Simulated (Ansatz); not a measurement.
`C[CH2][AlH2]` and `C[CH2][GeH3]` differ in one atom or group.

Ansatz, PBE0-D4/def2-TZVP geometries, multiplicity 1. 

Scalar relativity is left out up to krypton.

```json
{"property": "HOMO energy (ωB97M-V/def2-TZVPP) / eV", "`C[CH2][AlH2]`": "-9.76"}
{"property": "HOMO–LUMO gap (B3LYP/def2-TZVPP) / eV", "`C[CH2][AlH2]`": "5.81"}
{"property": "zero-point energy (PBE0-D4/def2-TZVP) / kJ/mol", "`C[CH2][AlH2]`": "202.1"}
{"property": "HOMO energy (PBE/def2-TZVPP) / eV", "`C[CH2][AlH2]`": "-6.30"}
{"property": "LUMO energy (PBE0/def2-TZVPP) / eV", "`C[CH2][AlH2]`": "-1.30"}
{"property": "ideal-gas entropy at 298 K and 1 bar (rigid rotor, harmonic PBE0-D4/def2-TZVP) / J/(mol·K)", "`C[CH2][AlH2]`": "308"}
```

(1) Give the same properties after the change, and the shifts. (Best estimate.)

Answers

(1) Computed: 
```json
{"property": "HOMO energy (ωB97M-V/def2-TZVPP) / eV", "`C[CH2][GeH3]`": "-10.48", "shift": "-0.72"}
{"property": "HOMO–LUMO gap (B3LYP/def2-TZVPP) / eV", "`C[CH2][GeH3]`": "8.61", "shift": "2.80"}
{"property": "zero-point energy (PBE0-D4/def2-TZVP) / kJ/mol", "`C[CH2][GeH3]`": "232.0", "shift": "29.9"}
{"property": "HOMO energy (PBE/def2-TZVPP) / eV", "`C[CH2][GeH3]`": "-7.06", "shift": "-0.76"}
{"property": "LUMO energy (PBE0/def2-TZVPP) / eV", "`C[CH2][GeH3]`": "0.83", "shift": "2.13"}
{"property": "ideal-gas entropy at 298 K and 1 bar (rigid rotor, harmonic PBE0-D4/def2-TZVP) / J/(mol·K)", "`C[CH2][GeH3]`": "311", "shift": "3"}
```

With PBE0 the HOMO falls by 0.74 eV and the LUMO rises by 2.13 eV, so the gap widens by about 2.87 eV. PBE moves the HOMO by -0.76 eV and ωB97M-V by -0.72 eV. The zero-point energy changes by 29.9 kJ/mol with +3 modes.

B3LYP here is the variant with VWN-RPA as its local correlation; programs differ in this.
